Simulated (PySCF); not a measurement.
All of these have the formula C5H13NSi. Theory: TDDFT B3LYP/def2-SVPD, vertical, gas phase, core orbitals frozen in the response (PySCF 2.14.0, density-fitted response routines). Geometries: GFN2-xTB; one conformer of each isolated species. Triplets are in the Tamm–Dancoff approximation. 'Strongest' means the level of largest summed f among the lowest 8 singlets; it needn't be the same kind of state in each.

Question: Rank by computed energy of the strongest computed level, lowest first.
A. `C=CC[SiH2]N(C)C`
B. `CC[C@H]1C[Si@H](N)C1`
C. `CC[C@@H]1CC[SiH2]N1`
D. `C[C@@H]1CCN([SiH3])C1`
E. `C[SiH2]N1CCCC1`

Answer: D (6.08 eV), A (6.51 eV), B (6.79 eV), E (7.07 eV), C (7.52 eV).

| SMILES | strongest (eV) | gap (eV) | first f ≥ 0.01 (nm) | f (strongest) | HOMO (eV) | LUMO (eV) | S1 mainly |
| --- | --- | --- | --- | --- | --- | --- | --- |
| C[C@@H]1CCN([SiH3])C1 | 6.08 | 6.18 | 238 | 0.02 | -6.01 | 0.17 | H→L (97%) |
| C=CC[SiH2]N(C)C | 6.51 | 6.10 | 225 | 0.09 | -6.08 | 0.01 | H→L (76%) |
| CC[C@H]1C[Si@H](N)C1 | 6.79 | 6.95 | 208 | 0.06 | -6.71 | 0.24 | H→L (98%) |
| C[SiH2]N1CCCC1 | 7.07 | 6.11 | 227 | 0.02 | -5.79 | 0.31 | H→L (95%) |
| CC[C@@H]1CC[SiH2]N1 | 7.52 | 6.56 | 224 | 0.05 | -6.29 | 0.27 | H→L (95%) |

H and L stand for HOMO and LUMO.

- `C[C@@H]1CCN([SiH3])C1`: Löwdin shares by element: HOMO nitrogen 53%, carbon 16% or more, silicon 8% (atoms not listed hold the other 24%); LUMO silicon 24%, carbon 14% or more, hydrogen 6% or more (atoms not listed hold the other 56%).
- `C=CC[SiH2]N(C)C`: Löwdin shares by element: HOMO nitrogen 54%, carbon 16% or more, silicon 8% (atoms not listed hold the other 22%); LUMO carbon 65% or more, silicon 8% (atoms not listed hold the other 26%).
- `CC[C@H]1C[Si@H](N)C1`: Löwdin shares by element: HOMO nitrogen 35%, carbon 32% or more, silicon 14% (atoms not listed hold the other 19%); LUMO hydrogen 30% or more, silicon 29%, nitrogen 15% (atoms not listed hold the other 26%).
- `C[SiH2]N1CCCC1`: Löwdin shares by element: HOMO nitrogen 53%, carbon 17% or more, silicon 7% (atoms not listed hold the other 22%); LUMO carbon 25% or more, silicon 17% (atoms not listed hold the other 58%).
- `CC[C@@H]1CC[SiH2]N1`: Löwdin shares by element: HOMO nitrogen 55%, carbon 10% or more, silicon 10%, hydrogen 6% or more (atoms not listed hold the other 19%); LUMO silicon 24%, hydrogen 20% or more, carbon 10% or more (atoms not listed hold the other 46%).
